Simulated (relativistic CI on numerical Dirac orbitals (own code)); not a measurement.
**Charge states of lanthanum**

Method of calculation: Dirac-Coulomb-Breit CI, separate exchange-only KLI orbitals for each configuration, model QED, valence Slater integrals scaled by 0.9 (own radial code, finite nucleus).

Each species is treated in one configuration, given outside its closed core. Radial values are for the open shell of highest l, unscaled and averaged over j; ζ includes the Breit term. Labels give the leading LS character, summed over repeated terms.

```
  Ion  Configuration  Its lowest level  LS weight (%)  ζ (cm⁻¹)       Next level  E (cm⁻¹)  ⟨r⟩ (bohr)  ⟨r²⟩ (bohr²)
La²⁴⁺   3d10 4s2 4p3   J = 3/2 (mixed)             40    121700  J = 3/2 (mixed)    153050      0.6098        0.4198
La²⁵⁺   3d10 4s2 4p2              3P_0             76    124500             3P_1    160620      0.6045        0.4125
La²⁶⁺    3d10 4s2 4p           2P°_1/2            100    127200          2P°_3/2    191130      0.5992        0.4054
La²⁷⁺       3d10 4s2              1S_0            100                                                               
La²⁸⁺        3d10 4s            2S_1/2            100                                           0.5754        0.3717
La²⁹⁺           3d10              1S_0            100                                                               
La³⁰⁺            3d9            2D_5/2            100     57780           2D_3/2    144800      0.2486       0.07222
La³¹⁺            3d8                 ?              ?         ?                ?         ?           ?             ?
La³²⁺            3d7            4F_9/2             71     60870  J = 3/2 (mixed)     69944      0.2431       0.06887
La³³⁺            3d6              5D_4             51     62470    J = 2 (mixed)     41783      0.2405        0.0673
La³⁴⁺            3d5   J = 5/2 (mixed)             36     64100  J = 5/2 (mixed)    107630      0.2379       0.06578
La³⁵⁺            3d4              3P_0             54     65770             5D_1    115770      0.2354       0.06433
La³⁶⁺            3d3            4F_3/2             59     67470           4F_5/2    124190      0.2329       0.06293
La³⁷⁺            3d2              3F_2             80     69210             3P_0    116700      0.2306       0.06158
La³⁸⁺             3d            2D_3/2            100     70990           2D_5/2    177970      0.2282       0.06028
La³⁹⁺        3s2 3p6              1S_0            100                                                               
La⁴⁰⁺        3s2 3p5           2P°_3/2            100    541700          2P°_1/2    813840      0.2534       0.07416
La⁴¹⁺        3s2 3p4              3P_2             71    550200             1S_0    109390      0.2517       0.07318
La⁴²⁺        3s2 3p3   J = 3/2 (mixed)             45    558700          4S°_3/2    760790      0.2501       0.07222
La⁴³⁺        3s2 3p2              3P_0             72    567300             3P_1    785670      0.2484       0.07129
La⁴⁴⁺         3s2 3p           2P°_1/2            100    576000          2P°_3/2    865380      0.2468       0.07038
La⁴⁵⁺            3s2              1S_0            100                                                               
La⁴⁶⁺             3s            2S_1/2            100                                            0.252        0.0724
La⁴⁷⁺        2s2 2p6              1S_0            100
```

**Question.** Fill in the row of La³¹⁺.

**Answer.** Its lowest level 3F_4; LS weight (%) 92; ζ (cm⁻¹) 59310; Next level 1D_2; E (cm⁻¹) 50063; ⟨r⟩ (bohr) 0.2458; ⟨r²⟩ (bohr²) 0.07051.
